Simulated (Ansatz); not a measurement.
Frontier orbitals of CH3F2NbS, SMILES `[CH3][Nb]([F])([F])=[S]`.

Total charge 0; spin multiplicity 1. Correlated methods include outer-core shells of Nb, which these sets cover unevenly. Nb: def2 effective core potential. The structure was optimised at the PBE0-D4/def2-TZVP level. Basis def2-TZVPP, Ansatz.

Orbital energies of one run (eV). Highest occupied ones, from the top: -7.18, -7.29, -8.08, -8.28, -10.79, -10.98, -11.04, -11.39, -11.55, -11.68, -12.28, -12.37, -17.53, -18.62. Empty: -3.19, -3.09, -1.71, -1.51, -1.35, -0.83.

Question: Which functional gave them?
A. B97M-V
B. ωB97M-V
C. PBE0
D. CAM-B3LYP

Answer: A. HOMO energies: B97M-V -7.18, ωB97M-V -10.20, CAM-B3LYP -9.35, PBE0 -8.09 eV.
